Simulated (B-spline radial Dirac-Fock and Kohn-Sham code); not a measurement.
# Elastic and transport cross sections of holmium for positrons

Level of theory: relativistic (Dirac) partial waves in the static field of the Dirac-Fock atom, without polarisation or absorption potentials; a radial finite-basis atomic code. Below a few hundred eV the neglected polarisation potential matters, most of all at small angles. σ_tr1 and σ_tr2 weight the cross section with 1 − P₁ and 1 − P₂ of cos θ; "backward" is the share scattered beyond 90°.

```
energy (eV)  σ (a₀²)  σ_tr1 (a₀²)  σ_tr2 (a₀²)  σ/σ_tr1  backward (%)
        189     21.6         3.02         5.26     7.16           3.9
        315     17.2         2.06         3.66     8.35           3.2
        430     14.9         1.62         2.91     9.23           2.8
        445        ?            ?            ?        ?             ?
       1220     9.08        0.679         1.27     13.4           1.8
       2410     6.41        0.360        0.703     17.8           1.2
       2880     5.84        0.301        0.596     19.4           1.1
       3940     4.94        0.216        0.439     22.9          0.84
       4800     4.44        0.173        0.358     25.6          0.71
       6880     3.64        0.114        0.242     31.9          0.53
       6920     3.63        0.113        0.240     32.0          0.53
       7560     3.45        0.102        0.218     33.8          0.49
       7610     3.44        0.101        0.216     34.0          0.49
       8170     3.30       0.0929        0.199     35.6          0.46
      10200     2.91       0.0706        0.154     41.2          0.38
      31500     1.46       0.0155       0.0363     94.6          0.12
```

Q: Fill in the row for 445 eV.

A: σ = 14.7 a₀², σ_tr1 = 1.57 a₀², σ_tr2 = 2.83 a₀², σ/σ_tr1 = 9.34, backward 2.8 %. The ratio σ/σ_tr1 is roughly the number of elastic collisions that randomise the direction.

Values without a named source are computed, but for edge energies of neutral atoms, which are taken from tables.
